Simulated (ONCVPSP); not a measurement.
## What one change does to a pseudopotential (Ni, ONCV)

Ni, optimised norm-conserving Vanderbilt (ONCV), made with ONCVPSP 4.0.1 (LDA (Perdew-Wang 92), scalar-relativistic). Core [Ne], reference 3s2 3p6 3d8 4s1.75 (charge +0.25). Waves: 3s+4s: rc 1.00 bohr, ncon 4, nbas 9, qcut 12.9 1/bohr, 2 projectors; 3p: rc 0.75 bohr, ncon 3, nbas 7, qcut 9.5 1/bohr, 1 projector; 3d: rc 1.40 bohr, ncon 4, nbas 9, qcut 10.6 1/bohr, 1 projector. Local part: polynomial inside 0.60 bohr (lpopt 5, dvloc0 6 Ha). Core correction: none.

Change: d: rc 1.26.

Cutoffs: the cutoffs (Ha) at which the residual kinetic energy of the hardest occupied pseudo-wave falls to 1 and 0.1 mHa per electron; they do not see the model core or the augmentation charge, which bear on the density cutoff. Errors are all-electron minus pseudo energies relative to the spin-unpolarised reference configuration.

What does the change do?

The potential gets neither clearly harder nor softer (59 Ha and 274 Ha → 59 Ha and 274 Ha); of the 4 tests that both files solve, the error grows in 0 and shrinks in 2 by more than 15 % and 0.3 meV (median size 2.5 → 0.9 meV); neither file shows a bound ghost.

| quantity | base | changed |
| --- | --- | --- |
| cutoff, loose | 59 Ha | 59 Ha |
| cutoff, tight | 274 Ha | 274 Ha |
| loose cutoff by channel | s 59 Ha, p 40 Ha, d 47 Ha | s 59 Ha, p 40 Ha, d 52 Ha |
| bound ghosts | none | none |
| GHOST(+) flags under 300 eV | none | none |
| error for 3s2 3p6 3d8 4s2, meV [ΔE -1.69 eV] | +0.2 | +0.2 |
| error for 3s2 3p6 3d8 4s1, meV [ΔE 7.91 eV] | +0.5 | +0.3 |
| error for 3s2 3p6 3d8 4s0, meV [ΔE 25.56 eV] | +6.3 | +4.5 |
| error for 3s2 3p6 3d9 4s1, meV [ΔE -3.33 eV] | +4.4 | +1.5 |
| s: phases at 1.01 bohr within 0.05 rad from the reference energy up to (Ha; the scan ends near 5) | to the end of the scan | to the end of the scan |
| p: phases at 0.76 bohr within 0.05 rad from the reference energy up to (Ha; the scan ends near 5) | to the end of the scan | to the end of the scan |
